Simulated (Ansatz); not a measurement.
Diatomic NaLi-, multiplicity 2 (lowest of 2S+1 = 2, 4 at CCSD(T)/def2-TZVPP on PBE0 minima; our sources give no spin for the ground state, which may be another). The T1 diagnostic near the minimum is 0.067, so single-reference values are doubtful.

The constants come from a fifth-degree fit in 1/R (seven points, main isotopes). In def2 and cc sets the state is the lowest found near the PBE0 minimum, followed along R.

Correlated levels freeze the inner cores; with def2 sets outer-core shells near the valence are correlated too.

Run with Ansatz (Gaussian basis) for Hartree–Fock, density functionals and correlated methods. 

Energies at CCSD(T)/def2-TZVPP:

```csv
R (Å),E (hartree)
3.156012,-169.53395335
3.240851,-169.53430148
3.318903,-169.53446127
3.407136,-169.53448359
3.495368,-169.53436339
3.597175,-169.53407848
3.715950,-169.53358757
```

With a reduced mass of 5.3755 u, find the minimum, the force constant and the constants.

A fifth-degree polynomial in 1/R puts the minimum at r_e = 3.3752 Å with force constant 8.48 N/m. Then ω_e = (1/2πc)√(k/μ) = 164 cm⁻¹ and B_e = h/(8π²cμr_e²) = 0.2753 cm⁻¹; the cubic and quartic terms give α_e = 0.0034 and ω_e x_e = 1.4 cm⁻¹.

Doubts at one or more of the structures used: a spin-contaminated determinant (CCSD(T)/def2-TZVPP); T1 above 0.05 (CCSD(T)/def2-TZVPP).

Ansatz is a first-principles code.
